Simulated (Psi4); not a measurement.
Input for Psi4: SAPT0/jun-cc-pV(D+d)Z on H6OSSi (a complex).

```
memory 2025 MB

molecule dimer {
0 1
S     0.45933343   -0.12802745   -0.02943254
H     0.27056481    0.59534090    1.08954442
H    -0.85836715   -0.21638356   -0.26958854
--
0 1
O    -0.07272679    0.98857355    3.25506609
Si   -0.35517674   -0.49383851    3.94881624
H     0.48558772    1.61252798    3.72556410
H     0.88076177   -1.30826472    4.01000016
H    -1.35900528   -1.14918282    3.09114514
H    -0.88076630   -0.33319887    5.32663548
units angstrom
symmetry c1
no_reorient
no_com
}

set {
  basis jun-cc-pV(D+d)Z
  scf_type df
  freeze_core true
}

energy('sapt0')
```

The log:

```
[...]
==> Input File <==

--------------------------------------------------------------------------
memory 2025 MB

molecule dimer {
0 1
S     0.45933343   -0.12802745   -0.02943254
H     0.27056481    0.59534090    1.08954442
H    -0.85836715   -0.21638356   -0.26958854
--
0 1
O    -0.07272679    0.98857355    3.25506609
Si   -0.35517674   -0.49383851    3.94881624
H     0.48558772    1.61252798    3.72556410
H     0.88076177   -1.30826472    4.01000016
H    -1.35900528   -1.14918282    3.09114514
H    -0.88076630   -0.33319887    5.32663548
units angstrom
symmetry c1
no_reorient
no_com
}

set {
  basis jun-cc-pV(D+d)Z
  scf_type df
  freeze_core true
}

energy('sapt0')
--------------------------------------------------------------------------


   => Loading Basis Set <=

    Name: JUN-CC-PV(D+D)Z
    Role: ORBITAL
    Keyword: BASIS
    atoms 1        entry S          line   698 file jun-cc-pv_dpd_z.gbs
    atoms 2-3, 6-9 entry H          line    60 file jun-cc-pv_dpd_z.gbs
    atoms 4        entry O          line   256 file jun-cc-pv_dpd_z.gbs
    atoms 5        entry SI         line   566 file jun-cc-pv_dpd_z.gbs

   => Loading Basis Set <=

    Name: JUN-CC-PV(D+D)Z
    Role: ORBITAL
    Keyword: BASIS
    atoms 1        entry S          line   698 file jun-cc-pv_dpd_z.gbs
    atoms 2-3, 6-9 entry H          line    60 file jun-cc-pv_dpd_z.gbs
    atoms 4        entry O          line   256 file jun-cc-pv_dpd_z.gbs
    atoms 5        entry SI         line   566 file jun-cc-pv_dpd_z.gbs


  //>>>>>>>>>>>>>>>>>>>>>>>>>>>>>>>>>>>//
  //              Dimer HF             //
  //<<<<<<<<<<<<<<<<<<<<<<<<<<<<<<<<<<<//

   => Libint2 <=

    Primary   basis highest AM E, G, H:  7, 6, 3
    Auxiliary basis highest AM E, G, H:  7, 7, 4
    Onebody   basis highest AM E, G, H:  -, -, -
    Solid Harmonics ordering:            Gaussian


   => Loading Basis Set <=

    Name: JUN-CC-PV(D+D)Z
    Role: ORBITAL
    Keyword: BASIS
    atoms 1        entry S          line   698 file jun-cc-pv_dpd_z.gbs
    atoms 2-3, 6-9 entry H          line    60 file jun-cc-pv_dpd_z.gbs
    atoms 4        entry O          line   256 file jun-cc-pv_dpd_z.gbs
    atoms 5        entry SI         line   566 file jun-cc-pv_dpd_z.gbs


         ---------------------------------------------------------
                                   SCF
               by Justin Turney, Rob Parrish, Andy Simmonett
                          and Daniel G. A. Smith
                              RHF Reference
                        1 Threads,   1931 MiB Core
         ---------------------------------------------------------

  ==> Geometry <==

    Molecular point group: c1
    Full point group: C1

    Geometry (in Angstrom), charge = 0, multiplicity = 1:

       Center              X                  Y                   Z               Mass
    ------------   -----------------  -----------------  -----------------  -----------------
         S            0.459333430000    -0.128027450000    -0.029432540000    31.972071174400
         H            0.270564810000     0.595340900000     1.089544420000     1.007825032230
         H           -0.858367150000    -0.216383560000    -0.269588540000     1.007825032230
         O           -0.072726790000     0.988573550000     3.255066090000    15.994914619570
         SI          -0.355176740000    -0.493838510000     3.948816240000    27.976926534650
         H            0.485587720000     1.612527980000     3.725564100000     1.007825032230
         H            0.880761770000    -1.308264720000     4.010000160000     1.007825032230
         H           -1.359005280000    -1.149182820000     3.091145140000     1.007825032230
         H           -0.880766300000    -0.333198870000     5.326635480000     1.007825032230

  Running in c1 symmetry.

  Rotational constants: A =      0.41445  B =      0.02444  C =      0.02380 [cm^-1]
  Rotational constants: A =  12425.03862  B =    732.67123  C =    713.36237 [MHz]
  Nuclear repulsion =  141.798354905433911

  Charge       = 0
  Multiplicity = 1
  Electrons    = 44
  Nalpha       = 22
  Nbeta        = 22

  ==> Algorithm <==

  SCF Algorithm Type is DF.
  DIIS enabled.
  MOM disabled.
  Fractional occupation disabled.
  Guess Type is SAD.
  Energy threshold   = 1.00e-08
  Density threshold  = 1.00e-08
  Integral threshold = 1.00e-12

  ==> Primary Basis <==

  Basis Set: JUN-CC-PV(D+D)Z
    Blend: JUN-CC-PV(D+D)Z
    Number of shells: 48
    Number of basis functions: 102
    Number of Cartesian functions: 107
    Spherical Harmonics?: true
    Max angular momentum: 2

   => Loading Basis Set <=

    Name: (JUN-CC-PV(D+D)Z AUX)
    Role: JKFIT
    Keyword: DF_BASIS_SCF
    atoms 1        entry S          line   666 file jun-cc-pvdz-jkfit.gbs
    atoms 2-3, 6-9 entry H          line    70 file jun-cc-pvdz-jkfit.gbs
    atoms 4        entry O          line   258 file jun-cc-pvdz-jkfit.gbs
    atoms 5        entry SI         line   506 file jun-cc-pvdz-jkfit.gbs

  ==
[...]
l Energy:  -366.16885076965798

   => Energetics <=

    Nuclear Repulsion Energy =             64.4986296899176921
    One-Electron Energy =                -635.1368532527776551
    Two-Electron Energy =                 204.4693727932020124
    Total Energy =                       -366.1688507696579222

Computation Completed


Properties will be evaluated at   0.000000,   0.000000,   0.000000 [a0]

Properties computed using the SCF density matrix


 Multipole Moments:

 ------------------------------------------------------------------------------------
     Multipole            Electronic (a.u.)      Nuclear  (a.u.)        Total (a.u.)
 ------------------------------------------------------------------------------------

 L = 1.  Multiply by 2.5417464519 to convert [e a0] to [Debye]
 Dipole X            :         12.4724743          -12.1466130            0.3258613
 Dipole Y            :          0.4038442           -0.3463285            0.0575156
 Dipole Z            :       -183.7044699          184.2054023            0.5009324
 Magnitude           :                                                    0.6003556

 ------------------------------------------------------------------------------------

  Constructing Basis Sets for SAPT...

   => Loading Basis Set <=

    Name: (JUN-CC-PV(D+D)Z AUX)
    Role: RIFIT
    Keyword: DF_BASIS_SAPT
    atoms 1        entry S          line   488 file jun-cc-pvdz-ri.gbs
    atoms 2-3, 6-9 entry H          line    30 file jun-cc-pvdz-ri.gbs
    atoms 4        entry O          line   188 file jun-cc-pvdz-ri.gbs
    atoms 5        entry SI         line   376 file jun-cc-pvdz-ri.gbs

   => Loading Basis Set <=

    Name: (JUN-CC-PV(D+D)Z AUX)
    Role: JKFIT
    Keyword: DF_BASIS_ELST
    atoms 1        entry S          line   666 file jun-cc-pvdz-jkfit.gbs
    atoms 2-3, 6-9 entry H          line    70 file jun-cc-pvdz-jkfit.gbs
    atoms 4        entry O          line   258 file jun-cc-pvdz-jkfit.gbs
    atoms 5        entry SI         line   506 file jun-cc-pvdz-jkfit.gbs


  //>>>>>>>>>>>>>>>>>>>>>>>>>>>>>>>>>>>//
  //               SAPT0               //
  //<<<<<<<<<<<<<<<<<<<<<<<<<<<<<<<<<<<//



        SAPT0
    Ed Hohenstein
     6 June 2009

      Orbital Information
  --------------------------
    NSO        =       102
    NMO        =       102
    NRI        =       319
    NRI (Elst) =       459
    NOCC A     =         9
    NOCC B     =        13
    FOCC A     =         5
    FOCC B     =         6
    NVIR A     =        93
    NVIR B     =        89

    Elst10,r            =    -0.007251389144 [Eh]
    Exch10              =     0.008318860179 [Eh]
    Exch10 (S^2)        =     0.008269820476 [Eh]

    Maxiter = 50
    CPHF R converge = 1.000000E-08

    Iter     Energy [mEh]          dE [mEh]         Residual      Time [s]
       1      -1.69557937       1.695579371     5.508258e-03             0
       2      -2.00793361       0.312354243     1.741032e-03             0
       3      -2.02731942       0.019385811     4.100482e-04             0
       4      -2.01765913      -0.009660290     8.410439e-05             0
       5      -2.01887208       0.001212950     2.847508e-05             0
       6      -2.01891695       0.000044869     9.101158e-06             0
       7      -2.01881280      -0.000104158     2.027731e-06             0
       8      -2.01883252       0.000019721     5.399428e-07             0
       9      -2.01883147      -0.000001042     1.963599e-07             0
      10      -2.01883046      -0.000001012     3.482046e-08             0
      11      -2.01883068       0.000000217     5.664060e-09             0

    CHF Iterations converged

    Maxiter = 50
    CPHF R converge = 1.000000E-08

    Iter     Energy [mEh]          dE [mEh]         Residual      Time [s]
       1      -0.83754921       0.837549209     5.037842e-03             0
       2      -1.06353482       0.225985608     1.742679e-03             0
       3      -1.07463039       0.011095575     5.122934e-04             0
       4      -1.06956879      -0.005061606     1.218082e-04             0
       5      -1.06910283      -0.000465957     2.626855e-05             0
       6      -1.06937981       0.000276980     4.597396e-06             0
       7      -1.06934703      -0.000032776     9.885718e-07             0
       8      -1.06934856       0.000001531     2.564254e-07             0
       9      -1.06934920       0.000000641     4.507286e-08             0
      10      -1.06934907      -0.000000130     9.478766e-09             0

    CHF Iterations converged

    Ind20,r (A<-B)      =    -0.002018830680 [Eh]
    Ind20,r (B<-A)      =    -0.001069349074 [Eh]
    Ind20,r             =    -0.003088179754 [Eh]
    Exch-Ind20,r (A<-B) =     0.001611829247 [Eh]
    Exch-Ind20,r (B<-A) =     0.000590755920 [Eh]
    Exch-Ind20,r        =     0.002202585167 [Eh]
    Disp20              =    -0.003234158625 [Eh]
    Disp20 (SS)         =    -0.001617079313 [Eh]
    Disp20 (OS)         =    -0.001617079313 [Eh]
    Exch-Disp20         =     0.000510529205 [Eh]
    Exch-Disp20 (SS)    =     0.000273518595 [Eh]
    Exch-Disp20 (OS)    =     0.000237010610 [Eh]

    SAPT Results
  --------------------------------------------------------------------------------------------------------
    Electrostatics                 -7.25138914 [mEh]      -4.55031539 [kcal/mol]     -19.03851958 [kJ/mol]
      Elst10,r                     -7.25138914 [mEh]      -4.55031539 [kcal/mol]     -19.03851958 [kJ/mol]

    Exchange                        8.31886018 [mEh]       5.22016357 [kcal/mol]      21.84116439 [kJ/mol]
      Exch10                        8.31886018 [mEh]       5.22016357 [kcal/mol]      21.84116439 [kJ/mol]
      Exch10(S^2)                   8.26982048 [mEh]       5.18939070 [kcal/mol]      21.71241067 [kJ/mol]

    Induction                      -1.82938012 [mEh]      -1.14795335 [kcal/mol]      -4.80303684 [kJ/mol]
      Ind20,r                      -3.08817975 [mEh]      -1.93786205 [kcal/mol]      -8.10801483 [kJ/mol]
      Exch-Ind20,r                  2.20258517 [mEh]       1.38214306 [kcal/mol]       5.78288656 [kJ/mol]
      delta HF,r (2)               -0.94378553 [mEh]      -0.59223436 [kcal/mol]      -2.47790857 [kJ/mol]

    Dispersion                     -2.72362942 [mEh]      -1.70910326 [kcal/mol]      -7.15088806 [kJ/mol]
      Disp20                       -3.23415863 [mEh]      -2.02946518 [kcal/mol]      -8.49128230 [kJ/mol]
      Exch-Disp20                   0.51052921 [mEh]       0.32036191 [kcal/mol]       1.34039424 [kJ/mol]
      Disp20 (SS)                  -1.61707931 [mEh]      -1.01473259 [kcal/mol]      -4.24564115 [kJ/mol]
      Disp20 (OS)                  -1.61707931 [mEh]      -1.01473259 [kcal/mol]      -4.24564115 [kJ/mol]
      Exch-Disp20 (SS)              0.27351860 [mEh]       0.17163551 [kcal/mol]       0.71812297 [kJ/mol]
      Exch-Disp20 (OS)              0.23701061 [mEh]       0.14872640 [kcal/mol]       0.62227127 [kJ/mol]

  Total HF                         -0.76190908 [mEh]      -0.47810517 [kcal/mol]      -2.00039202 [kJ/mol]
  Total SAPT0                      -3.48553850 [mEh]      -2.18720843 [kcal/mol]      -9.15128008 [kJ/mol]

  Special recipe for scaled SAPT0 (see Manual):
    Electrostatics sSAPT0          -7.25138914 [mEh]      -4.55031539 [kcal/mol]     -19.03851958 [kJ/mol]
    Exchange sSAPT0                 8.31886018 [mEh]       5.22016357 [kcal/mol]      21.84116439 [kJ/mol]
    Induction sSAPT0               -1.78996358 [mEh]      -1.12321910 [kcal/mol]      -4.69954872 [kJ/mol]
    Dispersion sSAPT0              -2.71449320 [mEh]      -1.70337020 [kcal/mol]      -7.12690092 [kJ/mol]
  Total sSAPT0                     -3.43698574 [mEh]      -2.15674112 [kcal/mol]      -9.02380483 [kJ/mol]
  --------------------------------------------------------------------------------------------------------



*** Psi4 exiting successfully. Buy a developer a beer!
```

The run finished.

Cost: roughly 15 core-seconds.
